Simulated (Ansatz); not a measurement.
Coupled-cluster diagnostics for the cluster Ba2S2, Ansatz.

Geometry of the singlet (r2SCAN-D4/def2-SVP):

```xyz
4

Ba    1.234   -1.205    1.044
Ba   -1.244    1.203   -1.035
S     0.625    1.534    1.033
S    -0.614   -1.532   -1.042
```

In the def2 sets Ba takes a core potential; there is no spin–orbit coupling. Correlated methods freeze 10 core orbitals; core or outer-core shells of Ba are correlated, in sets that lack core-valence functions. The structure comes from a short search, and lower isomers may exist.

(1) Estimate the CCSD(T) correlation energy, the shares of MP2 and (T), T1 and the reference's ⟨S²⟩ for: charge 0, singlet, own geometry in def2-TZVPP; charge 1, doublet, vertical in def2-TZVPP; and the rough time on 4 threads of Arm Neoverse V1 on a shared host.

## Answers

(1) 
```
                          state       basis  correlation (eV)  MP2 share (%)  (T) share (%)     T1  ⟨S²⟩ (pure)  wall time   remarks
charge 0, singlet, own geometry  def2-TZVPP           -20.840           90.0            4.5  0.013  0.00 (0.00)       15 s         –
    charge 1, doublet, vertical  def2-TZVPP           -19.725           88.3            4.2  0.073  0.76 (0.75)      5 min  large T1
```
Customary marks for T1 are 0.02 (closed shells), 0.045 (open shells) and about 0.05 (3d metals). T1 exceeds 0.02 in 1 of 2 rows and 0.045 in 1; the higher it lies, the less the single-reference result can be trusted.
